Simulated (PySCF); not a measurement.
## Selenium: a sound run and one with changed settings

Sound run: Se [Ar] 3d10 4s2 4p4, Se⁺ [Ar] 3d10 4s2 4p3. All numbers are calculated (PySCF 2.14, scalar relativity through the core potential, in cc-pVTZ-PP with ECP10MDF). The sound run starts from symmetry-adapted Hartree-Fock orbitals and uses a fine grid where one is needed.

Changed run: basis STO-3G, all-electron and non-relativistic. This setting is unsound on purpose.

| species | method | sound run (hartree) | changed run (hartree) | converged |
| --- | --- | --- | --- | --- |
| Se | UHF | -371.86220 | -2373.52734 | yes |
| Se | MN15 | -373.56750 | -2372.32488 | yes |
| Se | B3LYP | -373.18760 | -2374.78023 | yes |
| Se⁺ | UHF | -371.54804 | -2373.29984 | yes |
| Se⁺ | MN15 | -373.22375 | -2372.05993 | yes |
| Se⁺ | B3LYP | -372.82787 | -2374.49929 | yes |

Ionisation energy of Se:

```
method  sound run (eV)  changed run (eV)
   UHF           8.549             6.191
  MN15           9.354             7.210
 B3LYP           9.789             7.645
```

A minimal basis cannot let orbitals breathe on ionisation and holds almost no correlation. The Hamiltonian changed with the basis, so the totals do not compare.

For comparison, NIST gives 9.752 eV between the lowest levels.
